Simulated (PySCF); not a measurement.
A structure optimised at B3LYP-D3(BJ)/def2-SVP, used in a PySCF frequency run:

```xyz
9

Si    -0.5133    -0.7543     0.0000
F      1.0655    -1.1727     0.0000
C     -0.5940     1.1041     0.0000
C      0.5092     1.8651     0.0000
H     -1.1455    -1.3377    -1.2152
H     -1.1455    -1.3377     1.2152
H     -1.5760     1.5969     0.0000
H      0.4638     2.9598     0.0000
H      1.5093     1.4182     0.0000
```

### Question
Write its SMILES, formula and point group.

### Answer
C=C[SiH2]F, C2H5FSi, Cs

### Question
What are its rotational constants (standard atomic weights)?

### Answer
10.870, 4.2600, 3.1750 GHz
